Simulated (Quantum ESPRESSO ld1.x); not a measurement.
Task: These are the eigenvalues of the occupied orbitals of an atom or ion with whole-number occupations (eV). All-electron calculation, Dirac Kohn-Sham, Engel-Vosko exchange with Perdew-Wang LDA correlation, spin-unpolarised, spherical densities, point nucleus. Program: ld1.x of Quantum ESPRESSO 7.5.

orbital  eigenvalue
1s1/2      -67313.1
2s1/2      -11581.5
2p1/2      -11063.2
2p3/2      -9793.84
3s1/2      -2675.07
3p1/2      -2446.02
3p3/2      -2172.64
3d3/2      -1788.90
3d5/2      -1729.35
4s1/2      -568.155
4p1/2      -473.868
4p3/2      -411.075
4d3/2      -256.835
4d5/2      -245.293
5s1/2      -100.627
5p1/2      -73.2837
5p3/2      -64.4254
4f5/2      -53.6966
4f7/2      -51.7122
5d3/2      -29.5011

Which element is it, and in what charge state? The configuration may be excited. Open shells, if any, fill j = l - 1/2 first.

Result: Z = 73, tantalum, charge +3: Ta3+ in [Xe] 4f14 5d2. The list shows which subshells hold electrons but not how many an open one holds; the 1s level, -2473.7 hartree, gives Z - s = 70.3 by -(Z - s)^2/2, which with screening and relativity narrows Z to a few neighbours, and the depths of the outer levels then fix element, charge and occupations together.
